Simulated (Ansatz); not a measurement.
The same hydrogen abstraction along the group C, Si, Ge, Sn.

Calculated with Ansatz (gas phase, PBE0-D4/def2-TZVP geometries, no zero-point term in ΔE). CCSD(T)/CBS adds triple-zeta CCSD(T) − MP2 to the extrapolated MP2 energy (def2 sets, frozen cores). Small cases extrapolate CCSD(T) itself. DFT in def2-TZVPP. B3LYP here is the variant with VWN-RPA as its local correlation; programs differ in this. No spin–orbit coupling; open shells (•) take unrestricted orbitals. Elements past krypton have def2 core potentials. Bonds to Ge, Sn are less sure, by a few kJ/mol each and by 10 to 20 or more in all where they break to atoms, as the def2 sets lack core-valence functions. Scalar relativity is left out up to krypton.

```json
{"reaction": "CH₄ + H• → `[CH3]`• + H₂", "CCSD(T)/CBS(def2) (kcal/mol)": "3.0"}
{"reaction": "SiH₄ + H• → `[SiH3]`• + H₂", "CCSD(T)/CBS(def2) (kcal/mol)": "-12.8"}
{"reaction": "GeH₄ + H• → `[GeH3]`• + H₂", "CCSD(T)/CBS(def2) (kcal/mol)": "?"}
{"reaction": "`[SnH4]` + H• → `[SnH3]`• + H₂", "CCSD(T)/CBS(def2) (kcal/mol)": "-28.4"}
```

Q: Fill in the missing values. (Estimate.)

A: Ansatz gave: GeH₄ + H• → `[GeH3]`• + H₂: -18.6 kcal/mol.

Largest T1 diagnostic: 0.015, for `[SnH3]`•.

Extrapolated directly: CH₄ + H• → `[CH3]`• + H₂; SiH₄ + H• → `[SiH3]`• + H₂.
